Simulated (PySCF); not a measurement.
PySCF job for C2H5ClOSi, SMILES C=C[Si@H](O)Cl, PBE/pcSseg-1. Geometry: PBE-D3(BJ)/def2-SVP. The structure was generated by enumeration; whether it is a known compound was not checked. The values are those of a single conformer.

```python
import numpy as np
from pyscf import gto, scf, dft
from pyscf.prop.nmr import rks as nmr

mol = gto.M(
    atom='''
    C     2.20170191    1.28161339   -0.29820918
    C     1.54734266    0.11024365   -0.43370042
    Si   -0.31806313    0.03727925   -0.49446388
    O    -0.99128591    1.50798085   -0.06349915
    Cl   -0.91383905   -1.48384270    0.81247522
    H     1.65397026    2.23770723   -0.22548693
    H     3.30299847    1.34279346   -0.25663778
    H     2.12922427   -0.82715080   -0.50508039
    H    -0.88170369   -0.27266982   -1.84168799
    H    -0.78032160    1.80774702    0.83875968
    ''',
    basis='pcSseg-1',
    charge=0,
    spin=0,
    max_memory=1600,
    verbose=3,
)
mf = dft.RKS(mol, xc='pbe')
mf.grids.level = 3
mf.conv_tol = 1e-10
mf.max_cycle = 100
mf.kernel()
n = nmr.NMR(mf)
n.verbose = 2
n.max_cycle_cphf = 60
sigma = n.kernel()
print('atom   isotropic/ppm   span/ppm')
for i, s in enumerate(sigma):
    w = np.linalg.eigvalsh((s + s.T) / 2)
    print(f'{mol.atom_symbol(i):2s}{i + 1:3d} {w.mean():14.3f} {w[2] - w[0]:11.3f}')
```

Program output:

```
converged SCF energy = -903.648195233132
atom   isotropic/ppm   span/ppm
C   1         35.273     246.964
C   2         34.181     230.270
Si  3        337.546      76.044
O   4        265.622      64.874
Cl  5        843.152     289.734
H   6         24.875       8.459
H   7         24.641       5.769
H   8         24.757       5.555
H   9         25.493       8.876
H  10         29.399      16.758
```

The run converged.

Cost: about 21 core-seconds (a rough figure).
